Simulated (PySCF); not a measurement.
**Working out the excitation energy of C**

C [He] 2s2 2p2 (3P) → C [He] 2s1 2p2 3s1 (5P). Computed with PySCF 2.14 in aug-cc-pVTZ (5s4p3d2f, 46 functions), with no relativity, point nucleus. Frozen: 1s2. Energies in hartree (1 hartree = 27.21139 eV):

```
            part   C (lower)   C (upper)
             UHF  -37.691811  -37.283582
CCSD correlation   -0.087842   -0.021681
             (T)   -0.002172   -0.000190
```

Task: What does Hartree-Fock give?

Result: (-37.283582) − (-37.691811) = 0.408229 hartree = 11.108 eV.

Task: What do CCSD and CCSD(T) give?

Result: The CCSD correlation energies differ by 0.066161 hartree = 1.800 eV and the triples by 0.001982 hartree = 0.054 eV, so CCSD gives 12.908 eV and CCSD(T) 12.962 eV.

The upper state lies above the first ionisation limit, but in LS coupling its spin forbids autoionisation to the ground ion. A Rydberg-like electron needs more diffuse functions than a valence basis has.
